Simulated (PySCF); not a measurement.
# C₆ coefficients of unlike pairs at CAM-B3LYP

Calculated with PySCF 2.14 from the dipole response of each species, C₆(A,B) = (3/π) ∫ α_A(iu) α_B(iu) du, in atomic units, from isotropic polarisabilities. For ions this is the dispersion term alone; charge-induced terms of lower order in 1/R come first.

```json
{"species": "Hg²⁺", "configuration": "[Xe] 4f14 5d10 (1S)", "basis": "def2-TZVPPD with the def2 core potential (60 electrons) (6s6p3d2f1g)", "relativity": "core potential", "α (bohr³)": "7.005", "C₆ (like pair)": "43.13"}
{"species": "Hf", "configuration": "[Xe] 4f14 5d2 6s2 (3F)", "basis": "def2-QZVPPD with the def2 core potential (60 electrons) (7s6p4d3f2g)", "relativity": "core potential", "α (bohr³)": "100.0", "C₆ (like pair)": "1317"}
{"species": "Sr⁺", "configuration": "[Kr] 5s1 (2S)", "basis": "def2-QZVPPD with the def2 core potential (28 electrons) (7s5p4d3f)", "relativity": "core potential", "α (bohr³)": "89.37", "C₆ (like pair)": "763.5"}
{"species": "Zn²⁺", "configuration": "[Ar] 3d10 (1S)", "basis": "aug-cc-pVTZ-PP with ECP10MDF (6s6p5d3f2g)", "relativity": "core potential", "α (bohr³)": "2.566", "C₆ (like pair)": "6.635"}
```

Q: Estimate C₆ for Zn²⁺ with Hg²⁺.

A: The integral gives 16.81. The combination rule 2 C_A C_B / (C_A α_B/α_A + C_B α_A/α_B) gives 16.88 and the geometric mean 16.92.

No spin-orbit coupling is included.

The other pairs:

```
     pair     C₆
 Zn²⁺, Hf  65.18
  Sr⁺, Hf  991.6
Zn²⁺, Sr⁺  45.93
 Hf, Hg²⁺  174.4
Sr⁺, Hg²⁺  122.9
```
